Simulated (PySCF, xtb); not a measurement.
N,N-dimethylethenamine (C₄H₉N), SMILES C=CN(C)C. Other conformers were not sampled.

Harmonic wavenumbers (cm⁻¹) from GFN2-xTB (xtb) at its own minimum, in rising order: 138, 168, 182, 256, 315, 420, 543, 638, 796, 830, 985, 1017, 1051, 1087, 1101, 1123, 1247, 1330, 1341, 1407, 1422, 1435, 1480, 1481, 1498, 1501, 1704, 2873, 2886, 2984, 3011, 3016, 3023, 3050, 3130, 3152.

### Question
What does PBE-D3(BJ)/def2-SVP (PySCF) give at its own minimum? (Estimate from the structure and the level; the computed values follow.)

### Answer
141, 193, 212, 272, 309, 413, 557, 673, 742, 802, 946, 990, 1050, 1078, 1091, 1119, 1256, 1286, 1343, 1372, 1385, 1398, 1401, 1415, 1435, 1460, 1664, 2886, 2895, 2998, 3005, 3060, 3063, 3084, 3105, 3201. Paired by order, the mean absolute difference is 28 cm⁻¹ and the zero-point energies are 76.7 and 76.2 kcal/mol.
